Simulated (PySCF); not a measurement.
How methods differ on the ionisation energy of Si⁺

Si⁺ [Ne] 3s2 3p1 (2P) → Si²⁺ [Ne] 3s2 (1S), as a difference of total energies. Computed with PySCF 2.14 in aug-cc-pwCVTZ, with the non-relativistic Hamiltonian (point nucleus). Correlated levels: nothing frozen. The calculations carry no spin-orbit coupling.

Question: Order these methods by the ionisation energy they give, lowest first.
A. CCSD(T) (all electrons)
B. MP2 (all electrons)
C. UHF
D. CCSD (all electrons)

Answer: C (15.830 eV), B (16.113 eV), D (16.234 eV), A (16.259 eV).

A first-order spin-orbit estimate (lowest level to lowest level, LS coupling) adds 0.020 eV.

Errors of the correlated levels include the incompleteness of this basis.

For comparison: 16.346 eV (measured; NIST Atomic Spectra Database, ionization energies).
